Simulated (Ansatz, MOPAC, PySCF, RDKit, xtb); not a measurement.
Dimer: NH3 (SMILES N) (first 4 atoms) with H2S (SMILES S); geometry from B3LYP-D3(BJ)/def2-TZVP, rigid monomers moved along the line of their centres of mass till N1···H7 is 3.01 Å.
(charge 0, multiplicity 1):
```xyz
7

N      0.0062     0.1635     0.3251
H     -0.7772    -0.4607     0.1701
H     -0.1930     1.0317    -0.1588
H      0.8211    -0.2526    -0.1111
S      0.8202     0.9649     4.5420
H     -0.1511     0.1551     4.9919
H      0.5420     0.6956     3.2406
```

```json
[
 {"level": "MMFF94", "interaction energy (kcal/mol)": "-1.51", "minus CCSD(T)/CBS(aug-cc-pV(D+d)Z, aug-cc-pV(T+d)Z)": "0.61", "cost": "-"},
 {"level": "UFF", "interaction energy (kcal/mol)": "-0.30", "minus CCSD(T)/CBS(aug-cc-pV(D+d)Z, aug-cc-pV(T+d)Z)": "1.82", "cost": "-"},
 {"level": "GFN-FF", "interaction energy (kcal/mol)": "-1.70", "minus CCSD(T)/CBS(aug-cc-pV(D+d)Z, aug-cc-pV(T+d)Z)": "0.42", "cost": "-"},
 {"level": "AM1", "interaction energy (kcal/mol)": "-1.31", "minus CCSD(T)/CBS(aug-cc-pV(D+d)Z, aug-cc-pV(T+d)Z)": "0.81", "cost": "-"},
 {"level": "PM3", "interaction energy (kcal/mol)": "-0.88", "minus CCSD(T)/CBS(aug-cc-pV(D+d)Z, aug-cc-pV(T+d)Z)": "1.24", "cost": "-"},
 {"level": "PM6", "interaction energy (kcal/mol)": "-1.96", "minus CCSD(T)/CBS(aug-cc-pV(D+d)Z, aug-cc-pV(T+d)Z)": "0.16", "cost": "-"},
 {"level": "GFN1-xTB", "interaction energy (kcal/mol)": "-1.16", "minus CCSD(T)/CBS(aug-cc-pV(D+d)Z, aug-cc-pV(T+d)Z)": "0.96", "cost": "-"},
 {"level": "GFN2-xTB", "interaction energy (kcal/mol)": "-2.02", "minus CCSD(T)/CBS(aug-cc-pV(D+d)Z, aug-cc-pV(T+d)Z)": "0.11", "cost": "-"},
 {"level": "HF/STO-3G (no counterpoise)", "interaction energy (kcal/mol)": "-0.94", "minus CCSD(T)/CBS(aug-cc-pV(D+d)Z, aug-cc-pV(T+d)Z)": "1.19", "cost": "-"},
 {"level": "HF/6-31G* (no counterpoise)", "interaction energy (kcal/mol)": "-2.30", "minus CCSD(T)/CBS(aug-cc-pV(D+d)Z, aug-cc-pV(T+d)Z)": "-0.18", "cost": "-"},
 {"level": "HF/aug-cc-pV(D+d)Z", "interaction energy (kcal/mol)": "-1.62", "minus CCSD(T)/CBS(aug-cc-pV(D+d)Z, aug-cc-pV(T+d)Z)": "0.50", "cost": "-"},
 {"level": "HF/aug-cc-pV(T+d)Z", "interaction energy (kcal/mol)": "-1.57", "minus CCSD(T)/CBS(aug-cc-pV(D+d)Z, aug-cc-pV(T+d)Z)": "0.55", "cost": "-"},
 {"level": "PBE/def2-TZVPPD", "interaction energy (kcal/mol)": "-2.11", "minus CCSD(T)/CBS(aug-cc-pV(D+d)Z, aug-cc-pV(T+d)Z)": "0.01", "cost": "×1"},
 {"level": "PBE-D4/def2-TZVPPD", "interaction energy (kcal/mol)": "-2.42", "minus CCSD(T)/CBS(aug-cc-pV(D+d)Z, aug-cc-pV(T+d)Z)": "-0.30", "cost": "×1"},
 {"level": "BP86/6-31G* (no counterpoise)", "interaction energy (kcal/mol)": "-2.78", "minus CCSD(T)/CBS(aug-cc-pV(D+d)Z, aug-cc-pV(T+d)Z)": "-0.66", "cost": "-"},
 {"level": "r2SCAN-D3(BJ)/def2-TZVPPD", "interaction energy (kcal/mol)": "-2.12", "minus CCSD(T)/CBS(aug-cc-pV(D+d)Z, aug-cc-pV(T+d)Z)": "0.00", "cost": "×1"},
 {"level": "r2SCAN-D4/def2-TZVPPD", "interaction energy (kcal/mol)": "-2.11", "minus CCSD(T)/CBS(aug-cc-pV(D+d)Z, aug-cc-pV(T+d)Z)": "0.01", "cost": "×1"},
 {"level": "B3LYP/3-21G (no counterpoise)", "interaction energy (kcal/mol)": "-4.28", "minus CCSD(T)/CBS(aug-cc-pV(D+d)Z, aug-cc-pV(T+d)Z)": "-2.16", "cost": "-"},
 {"level": "B3LYP/6-31G*", "interaction energy (kcal/mol)": "-2.21", "minus CCSD(T)/CBS(aug-cc-pV(D+d)Z, aug-cc-pV(T+d)Z)": "-0.09", "cost": "-"},
 {"level": "B3LYP/6-31G* (no counterpoise)", "interaction energy (kcal/mol)": "-2.85", "minus CCSD(T)/CBS(aug-cc-pV(D+d)Z, aug-cc-pV(T+d)Z)": "-0.73", "cost": "-"},
 {"level": "B3LYP/6-311+G** (no counterpoise)", "interaction energy (kcal/mol)": "-2.25", "minus CCSD(T)/CBS(aug-cc-pV(D+d)Z, aug-cc-pV(T+d)Z)": "-0.13", "cost": "-"},
 {"level": "B3LYP/def2-TZVPPD", "interaction energy (kcal/mol)": "-1.67", "minus CCSD(T)/CBS(aug-cc-pV(D+d)Z, aug-cc-pV(T+d)Z)": "0.45", "cost": "×1"},
 {"level": "B3LYP-D3(BJ)/def2-TZVPPD", "interaction energy (kcal/mol)": "-2.10", "minus CCSD(T)/CBS(aug-cc-pV(D+d)Z, aug-cc-pV(T+d)Z)": "0.03", "cost": "×1"},
 {"level": "B3LYP-D4/def2-TZVPPD", "interaction energy (kcal/mol)": "-2.10", "minus CCSD(T)/CBS(aug-cc-pV(D+d)Z, aug-cc-pV(T+d)Z)": "0.02", "cost": "×1"},
 {"level": "PBE0/def2-TZVPPD", "interaction energy (kcal/mol)": "-2.02", "minus CCSD(T)/CBS(aug-cc-pV(D+d)Z, aug-cc-pV(T+d)Z)": "0.10", "cost": "×2"},
 {"level": "PBE0-D3(BJ)/def2-TZVPPD", "interaction energy (kcal/mol)": "-2.32", "minus CCSD(T)/CBS(aug-cc-pV(D+d)Z, aug-cc-pV(T+d)Z)": "-0.20", "cost": "×2"},
 {"level": "PBE0-D4/def2-TZVPPD", "interaction energy (kcal/mol)": "-2.32", "minus CCSD(T)/CBS(aug-cc-pV(D+d)Z, aug-cc-pV(T+d)Z)": "-0.20", "cost": "×2"},
 {"level": "M06-2X/6-31G* (no counterpoise)", "interaction energy (kcal/mol)": "-2.93", "minus CCSD(T)/CBS(aug-cc-pV(D+d)Z, aug-cc-pV(T+d)Z)": "-0.81", "cost": "-"},
 {"level": "wB97X-V/def2-TZVPPD", "interaction energy (kcal/mol)": "-2.18", "minus CCSD(T)/CBS(aug-cc-pV(D+d)Z, aug-cc-pV(T+d)Z)": "-0.06", "cost": "×3"},
 {"level": "wB97M-V/def2-TZVPPD", "interaction energy (kcal/mol)": "-2.08", "minus CCSD(T)/CBS(aug-cc-pV(D+d)Z, aug-cc-pV(T+d)Z)": "0.04", "cost": "×4"},
 {"level": "MP2/6-31G*", "interaction energy (kcal/mol)": "-2.23", "minus CCSD(T)/CBS(aug-cc-pV(D+d)Z, aug-cc-pV(T+d)Z)": "-0.11", "cost": "-"},
 {"level": "MP2/6-31G* (no counterpoise)", "interaction energy (kcal/mol)": "-2.92", "minus CCSD(T)/CBS(aug-cc-pV(D+d)Z, aug-cc-pV(T+d)Z)": "-0.79", "cost": "-"},
 {"level": "MP2/aug-cc-pV(D+d)Z", "interaction energy (kcal/mol)": "-2.11", "minus CCSD(T)/CBS(aug-cc-pV(D+d)Z, aug-cc-pV(T+d)Z)": "0.02", "cost": "-"},
 {"level": "MP2/aug-cc-pV(T+d)Z", "interaction energy (kcal/mol)": "-2.13", "minus CCSD(T)/CBS(aug-cc-pV(D+d)Z, aug-cc-pV(T+d)Z)": "-0.01", "cost": "-"},
 {"level": "MP2/CBS(aug-cc-pV(D+d)Z, aug-cc-pV(T+d)Z)", "interaction energy (kcal/mol)": "-2.17", "minus CCSD(T)/CBS(aug-cc-pV(D+d)Z, aug-cc-pV(T+d)Z)": "-0.05", "cost": "-"},
 {"level": "SCS-MP2/aug-cc-pV(D+d)Z", "interaction energy (kcal/mol)": "-1.93", "minus CCSD(T)/CBS(aug-cc-pV(D+d)Z, aug-cc-pV(T+d)Z)": "0.20", "cost": "-"},
 {"level": "SCS-MP2/aug-cc-pV(T+d)Z", "interaction energy (kcal/mol)": "-1.95", "minus CCSD(T)/CBS(aug-cc-pV(D+d)Z, aug-cc-pV(T+d)Z)": "0.17", "cost": "-"},
 {"level": "CCSD(T)/aug-cc-pV(D+d)Z", "interaction energy (kcal/mol)": "-2.02", "minus CCSD(T)/CBS(aug-cc-pV(D+d)Z, aug-cc-pV(T+d)Z)": "0.10", "cost": "×4"},
 {"level": "CCSD(T)/aug-cc-pV(T+d)Z", "interaction energy (kcal/mol)": "-2.08", "minus CCSD(T)/CBS(aug-cc-pV(D+d)Z, aug-cc-pV(T+d)Z)": "0.04", "cost": "×40*"},
 {"level": "CCSD(T)/CBS(aug-cc-pV(D+d)Z, aug-cc-pV(T+d)Z)", "interaction energy (kcal/mol)": "-2.12", "minus CCSD(T)/CBS(aug-cc-pV(D+d)Z, aug-cc-pV(T+d)Z)": "0.00", "cost": "×50*"}
]
```

 The comparison column counts from a level with limits of its own.

The rows run from -4.28 (B3LYP/3-21G (no counterpoise)) to -0.30 kcal/mol (UFF). In aug-cc-pV(T+d)Z the value moves HF -1.57, MP2 -2.13, CCSD(T) -2.08, a shift of -0.51 from HF to CCSD(T). From aug-cc-pV(D+d)Z to aug-cc-pV(T+d)Z CCSD(T) changes by -0.06. The dispersion term adds -0.31 in PBE-D4, -0.43 in B3LYP-D3(BJ), -0.43 in B3LYP-D4. The 5 functionals in def2-TZVPPD without D3 or D4 span 0.51, from wB97X-V to B3LYP.

Counterpoise-corrected where a basis set is named; no monomer relaxation. Rows marked so take none. RDKit's UFF carries no charges.

Frozen-core correlation. CBS(a, b) extrapolates the correlation energy as X⁻³ and adds the Hartree–Fock energy of set b. Rows in 3-21G, 6-311+G**, 6-31G*, STO-3G carry no dispersion term and start afresh at each structure (6-31G* with six Cartesian d functions). MP2/6-31G* freezes PySCF's default core. The state that AM1, PM3, PM6 reach isn't checked.

Run with Ansatz (Gaussian orbitals); MOPAC for AM1, PM3, PM6 (differences of heats of formation); PySCF for 3-21G rows, 6-311+G** rows, 6-31G* rows, STO-3G rows, the dispersion terms; RDKit for the force fields; xtb for the GFN methods. 

Costs are rough ratios of core time to PBE/def2-TZVPPD (about 4 s over the structures, on one shared machine); a dash marks a level with no comparable run of its own. A star marks coupled-cluster runs past 200 virtual orbitals, where the program's memory plan changes under this machine's limit, so their costs aren't comparable with smaller runs.

Ansatz is a first-principles code.
